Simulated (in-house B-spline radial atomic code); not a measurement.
Binding energies in Cl⁷⁺

NIST's tabulated ground configuration is [He] 2s2 2p6; each binding energy is the energy of the ion with one electron taken from that subshell, relaxed, less that of the parent. Computed with a radial B-spline atomic code at the basis-set limit: Dirac-Hartree-Fock, average of configuration, Fermi nucleus of rms radius 3.3654 fm. Energies include first-order Breit, QED and recoil terms.

```tsv
subshell	X-ray name	binding energy (eV)	-ε (eV)	relaxation (eV)
1s	K	2979.7	3003.3	20.7
2s	L1	417.7	420.2	2.3
2p1/2	L2	348.4	351.7	3.1
2p3/2	L3	346.7	349.9	3.1
```

Relaxation = -ε minus the binding energy without Breit, QED and recoil terms.

Emission lines follow as differences of binding energies, with λ = 12398.42 eV·Å / E:

```json
{"line": "K-L3", "holes": "1s → 2p3/2", "energy (eV)": "2633.0", "wavelength (Å)": "4.7089"}
{"line": "K-L2", "holes": "1s → 2p1/2", "energy (eV)": "2631.3", "wavelength (Å)": "4.7119"}
```

Task: What screening constant σ does Moseley's law, E = (3/4)·13.6057 eV·(Z - σ)², need for K-L3?

Result: σ = 0.94.

Task: What does it cost to remove both a 1s and a 2p3/2 electron?

Result: 3399.5 eV, which is 73.05 eV more than the two single binding energies together.

Task: What does it cost to remove both a 1s and a 2p1/2 electron?

Result: 3401.7 eV, which is 73.55 eV more than the two single binding energies together.

Task: What does it cost to remove two 2s electrons?

Result: 888.42 eV, which is 53.06 eV more than the two single binding energies together.
